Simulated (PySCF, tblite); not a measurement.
C5H6F4Si.
Geometry (GFN2-xTB, Å), atoms numbered from 1 in this order:
```xyz
16
C5H6F4Si angstrom
F      3.147    1.396    0.145
C      2.528    0.288    0.595
C      1.304   -0.040    0.225
C      0.375    0.697   -0.713
C     -0.827   -0.271   -0.654
C     -2.052    0.363   -0.078
F     -2.549    1.365   -0.828
F     -1.841    0.889    1.144
F     -3.058   -0.522    0.072
Si     0.092   -1.443    0.581
H      3.154   -0.273    1.273
H      0.129    1.696   -0.348
H      0.787    0.802   -1.717
H     -1.106   -0.678   -1.624
H      0.393   -2.748   -0.001
H     -0.486   -1.512    1.917
```

Method used: PBE0/pcSseg-1 in PySCF (dipole) on a GFN2-xTB geometry, gas phase.

Masses are those of the commonest isotopes; rigid-rotor values at the optimised geometry. 

Task: What are A, B and C (cm⁻¹)?

Result: Ia = 238.18, Ib = 766.06, Ic = 884.96 u·Å²; 505379 MHz·u·Å²/I gives 2122, 659.7 and 571.1 MHz, that is A = 0.07078, B = 0.02201, C = 0.01905 cm⁻¹.

Task: What kind of rotor is it?

Result: An asymmetric top: κ = (2 × 659.7 − 2122 − 571.1)/(2122 − 571.1) = -0.89.

Task: What does the inertial defect say?

Result: Not planar: Δ = Ic − Ia − Ib = -119.28 u·Å². For a rigid frame Δ = −2 Σ m c², so Σ m c² = 59.64 u·Å² lies off the ab plane: 9.22 from hydrogen and 50.42 from heavier atoms. The atom farthest from that plane is 1.84 Å away.

Task: Give the other two planar moments, Paa and Pbb, and the rms extents of the mass along the axes.

Result: Paa = Σ m a² = (Ib + Ic − Ia)/2 = 706.42 and Pbb = Σ m b² = (Ia + Ic − Ib)/2 = 178.54 u·Å². With the mass M = 170.02 u, the rms extents √(P/M) along a, b and c are 2.04, 1.02, 0.59 Å.

Task: Where do the levels up to J = 5 lie, in K?

Result: Above 0(0,0), as E/k:
J = 1: 1(0,1) 0.059, 1(1,1) 0.129, 1(1,0) 0.133
J = 2: 2(0,2) 0.177, 2(1,2) 0.243, 2(1,1) 0.256, 2(2,1) 0.466, 2(2,0) 0.467
J = 3: 3(0,3) 0.353, 3(1,3) 0.414, 3(1,2) 0.439, 3(2,2) 0.644, 3(2,1) 0.645, 3(3,1) 1.005, 3(3,0) 1.005
J = 4: 4(0,4) 0.588, 4(1,4) 0.641, 4(1,3) 0.684, 4(2,3) 0.880, 4(2,2) 0.883, 4(3,2) 1.242, 4(3,1) 1.242, 4(4,1) 1.748, 4(4,0) 1.748
J = 5: 5(0,5) 0.880, 5(1,5) 0.925, 5(1,4) 0.989, 5(2,4) 1.175, 5(2,3) 1.181, 5(3,3) 1.538, 5(3,2) 1.538, 5(4,2) 2.043, 5(4,1) 2.043, 5(5,1) 2.694, 5(5,0) 2.694

Task: Which types of transition are allowed, and where do some lines up to J = 5 fall?

Result: The dipole components are |μa| = 1.60 D, |μb| = 2.04 D, |μc| = 0.91 D. Intensities carry the squares of the components, which stand as 0.61 : 1.00 : 0.20 (a : b : c). Some lines, for components of 0.1 D or more:

```tsv
type	branch	J(Ka,Kc)	MHz	lower level (cm⁻¹)
a	R	2(1,2) ← 1(1,1)	2373	0.090
c	R	1(1,0) ← 0(0,0)	2782	0.000
a	R	3(1,3) ← 2(1,2)	3557	0.169
a	R	3(1,2) ← 2(1,1)	3823	0.178
b	Q	4(2,2) ← 4(1,3)	4142	0.475
c	Q	2(2,1) ← 2(1,1)	4386	0.178
b	Q	2(2,0) ← 2(1,1)	4390	0.178
a	R	4(3,2) ← 3(3,1)	4931	0.699
a	R	4(3,1) ← 3(3,0)	4931	0.699
c	R	2(2,0) ← 1(1,0)	6941	0.093
b	R	5(1,5) ← 4(0,4)	7028	0.409
b	Q	5(3,3) ← 5(2,4)	7566	0.816
c	R	5(3,2) ← 4(2,2)	13656	0.613
c	R	5(3,3) ← 4(2,3)	13712	0.611
b	R	5(5,0) ← 4(4,1)	19713	1.215
```

Its GFN2-xTB frequencies are all real (lowest 27 cm⁻¹). These are rigid-rotor constants of the computed structure; measured ground-state constants (B0) also hold zero-point vibration.
